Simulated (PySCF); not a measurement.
C3H9O3Si, SMILES O(C)[Si](OC)OC (connectivity only; charge and spin as stated), charge +1, multiplicity 1.

Geometry optimised at B3LYP-D3(BJ)/def2-SVP. The multiplicity is an assumed one; other spin states were not compared. The isomer is the one that the SMILES or the coordinates give; other isomers of the formula were not compared. Other conformers were not sampled.

Method: B3LYP-D3(BJ)/def2-SVP (PySCF).

Frequencies are harmonic and unscaled.

Modes within 1.5 cm⁻¹ of each other (mostly degenerate sets) share a row, with their intensities summed.

Task: Estimate the vibrational spectrum. (The exact figures need the calculation; the answer reports its results.)

Result: 
```tsv
mode	ν (cm⁻¹)	IR (km/mol)	moving atoms (share of kinetic energy)
1–3	66	0.0	H 99 %
4–5	88	9.9	C 59 %, H 27 %
6	89	11.5	C 39 %, H 26 %, O 20 %, Si 14 %
7–8	143	0.0	O 72 %, H 16 %, C 12 %
9	190	0.0	O 48 %, C 32 %, H 20 %
10	329	81.1	Si 62 %, O 37 %
11–12	359	90.1	O 66 %, C 15 %, Si 11 %, H 8 %
13	621	0.0	O 48 %, C 42 %, H 10 %
14–15	855	81.9	C 43 %, Si 32 %, O 18 %
16	1145	0.0	O 40 %, H 35 %, C 25 %
17–21	1168	175.5	H 71 %, C 18 %
22	1198	0.0	H 44 %, O 37 %, C 19 %
23–24	1250	1168.3	O 52 %, Si 22 %, C 14 %, H 13 %
25–27	1464	31.2	H 96 %
28	1467	0.0	H 91 %
29–30	1470	61.6	H 94 %
31	1474	0.0	H 94 %
32–33	1479	5.7	H 86 %
34–36	3066	37.8	H 98 %
37–39	3181	3.5	H 90 %, C 10 %
40–42	3189	0.2	H 90 %, C 10 %
```
